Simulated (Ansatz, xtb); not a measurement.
# Two isomers of BrGeH7Si2

Structure X is `[SiH3][SiH2][GeH2][Br]`, a singlet and structure Y is `[SiH3][GeH2][SiH2]Br`, a singlet. Both are isolated molecules in the gas phase, relaxed with B3LYP/def2-SVP; each stands in its lowest conformer found.

X (Å):

```yaml
atoms:
  - { symbol: Br, position_ang: [-1.6037, 0.1108, 4.5574] }
  - { symbol: Ge, position_ang: [-0.2501, 0.8835, 2.7922] }
  - { symbol: Si, position_ang: [-1.8081, -2.0961, 0.7570] }
  - { symbol: Si, position_ang: [-1.3079, 0.2076, 0.7410] }
  - { symbol: H, position_ang: [-0.5621, -2.8740, 1.0215] }
  - { symbol: H, position_ang: [-2.3568, -2.4974, -0.5721] }
  - { symbol: H, position_ang: [-2.8133, -2.3940, 1.8157] }
  - { symbol: H, position_ang: [-2.5484, 1.0223, 0.5759] }
  - { symbol: H, position_ang: [-0.3741, 0.5362, -0.3809] }
  - { symbol: H, position_ang: [-0.1391, 2.4126, 2.9760] }
  - { symbol: H, position_ang: [1.1376, 0.2421, 3.0099] }
```

Y (Å):

```xyz
11

Br    2.1915   -3.9005    2.2615
Ge    0.1774   -1.9618   -0.3395
Si   -0.4416    0.2118   -1.1633
Si    1.6504   -1.8283    1.5509
H    -1.1376    0.9816   -0.0910
H     0.7788    0.9625   -1.5804
H    -1.3542    0.0759   -2.3359
H    -1.0867   -2.7454    0.0795
H     0.8837   -2.7654   -1.4544
H     1.0045   -1.1137    2.6878
H     2.9162   -1.1250    1.1991
```

Task: Estimate which is lower in electronic energy at CCSD(T)/def2-SVP + ΔMP2/def2-TZVPP, and by roughly how much.

Result: The CCSD(T)/def2-SVP + ΔMP2/def2-TZVPP calculation puts structure Y lower, by 5.0 kcal/mol.

Level by level:

| level | geometry | E(Y) − E(X) (kcal/mol) | departure from the last row (kcal/mol) | job, with rough time for the two |
| --- | --- | --- | --- | --- |
| GFN2-xTB | GFN2-xTB | −4.9 | +0.1 | optimisation, 0.17 s |
| HF/STO-3G | GFN2-xTB | −8.2 | −3.2 | single point, 0.62 s |
| r2SCAN-D4/def2-SVP | GFN2-xTB | −4.6 | +0.4 | single point, 3 s |
| B3LYP/def2-SVP | B3LYP/def2-SVP | −3.7 | +1.3 | optimisation, 54 s |
| HF/def2-SVP | B3LYP/def2-SVP | −3.2 | +1.8 | part of the CCSD(T) run |
| MP2/def2-SVP | B3LYP/def2-SVP | −4.3 | +0.7 | part of the CCSD(T) run |
| CCSD(T)/def2-SVP | B3LYP/def2-SVP | −3.6 | +1.4 | single point |
| CCSD(T)/def2-SVP + ΔMP2/def2-TZVPP | B3LYP/def2-SVP | −5.0 |  | single point, 44 s |

As drawn, Y has 1 Ge–Si, 1 Br–Si in place of 1 Si–Si, 1 Br–Ge.

None of the levels shown reverses the order. The largest departure from CCSD(T)/def2-SVP + ΔMP2/def2-TZVPP is that of HF/STO-3G, 3.2 kcal/mol. A small imaginary or near-zero mode remains, so no thermal terms are given. The last row adds to CCSD(T) the change of the MP2 difference between the two basis sets, here −1.4 kcal/mol.

The correlated steps freeze 28 core orbitals; the filled d shell of Br and Ge is correlated, in a basis made for valence electrons. Codes used: Ansatz 0.2.0, xtb 6.7.1; the last row on 2 threads of Intel(R) Xeon(R) 6975P-C (Granite Rapids) on a shared host.
